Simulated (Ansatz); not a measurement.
GaH$_{4}$Br, singlet: at the end structure of a reaction step.

The input file, in.yaml:

```yaml
crystal:
  periodic: [false, false, false]
  atoms:
    - {symbol: Ga, position_ang: [-0.550351, -0.483355, 0.379138]}
    - {symbol: H, position_ang: [0.749571, 0.672444, -1.488236]}
    - {symbol: H, position_ang: [0.042325, -1.822404, -0.148539]}
    - {symbol: H, position_ang: [-1.800357, 0.299531, -0.118196]}
    - {symbol: H, position_ang: [1.087261, 0.956529, -0.879754]}
    - {symbol: Br, position_ang: [0.471552, 0.377255, 2.255689]}
basis:
  gaussian: {orbitals: 6-31G}
hamiltonian: {xc: {name: B3LYP}, dispersion: d4}
```

Launched with

```bash
ansatz run in.yaml --threads 2 --pin off --events-out ev --progress --plain --max-ram 4352MiB
```

The run's output (Ansatz 0.2.0):

```
Functional definition: B3LYP
  name "B3LYP"
  cite "Stephens, Devlin, Chabalowski & Frisch, J. Phys. Chem. 98, 11623 (1994) doi:10.1021/j100096a001"
  cite "Becke, Phys. Rev. A 38, 3098 (1988) doi:10.1103/PhysRevA.38.3098"
  cite "Lee, Yang & Parr, Phys. Rev. B 37, 785 (1988) doi:10.1103/PhysRevB.37.785"
  cite "Vosko, Wilk & Nusair, Can. J. Phys. 58, 1200 (1980) doi:10.1139/p80-159"
  parameter a0 = 0.2
  parameter ax = 0.72
  parameter ac = 0.81
  exchange = (1 - a0 - ax)*slater_x + ax*b88_x + a0*exact_x
  correlation = (1 - ac)*vwn_rpa_c + ac*lyp_c
646 factors; integrals over basis functions are off by at most 1.3e-3 eV
mean field evaluation 1: about -122471.7034 eV, gradient 1.9e1 eV
mean field evaluation 2: about -122471.6110 eV, gradient 2.3e1 eV
mean field evaluation 4: about -122472.4740 eV, gradient 5.0e-1 eV
mean field evaluation 8: about -122472.4789 eV, gradient 1.7e-2 eV
mean field -122472.47887528 eV, -4500.7805838389 hartree, gradient 2.9e-6 eV, S^2 0.000000; 0 other end points of the search recorded, 0 dependent functions left out
reference -122472.47912226 eV, -4500.7805929150 hartree; 35, 35 occupied and 31, 31 virtual orbitals, 646 factors
Total energy: -122472.64118631 eV, -4500.7865486592 hartree
```

Hardware: 2 CPU threads of an Arm Neoverse V1, shared host. Wall time about 1.2 s.
